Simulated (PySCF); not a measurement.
C4H6ClF, SMILES C=CC[C@H](F)Cl.

The structure is a stationary point at B3LYP-D3(BJ)/def2-SVP. The structure was generated by enumeration; whether it is a known compound was not checked. One conformer was computed; it need not be the lowest.

Method: PySCF with ωB97X/def2-TZVP.

Isolated molecule, no solvent.

```yaml
total_energy: -716.10551 hartree
highest_occupied_level: -10.29 eV
lowest_empty_level: 1.81 eV
orbital_gap: 12.10 eV
dipole_moment: 2.12 D
quadrupole, principal values (traceless, Buckingham form, about the centre of nuclear charge): -1.37, -0.21, 1.58 D·Å
mean_static_polarisability: 61.8 bohr³ (9.15 Å³)
polarisability_principal_values: 46.2, 55.4, 83.7 bohr³
```
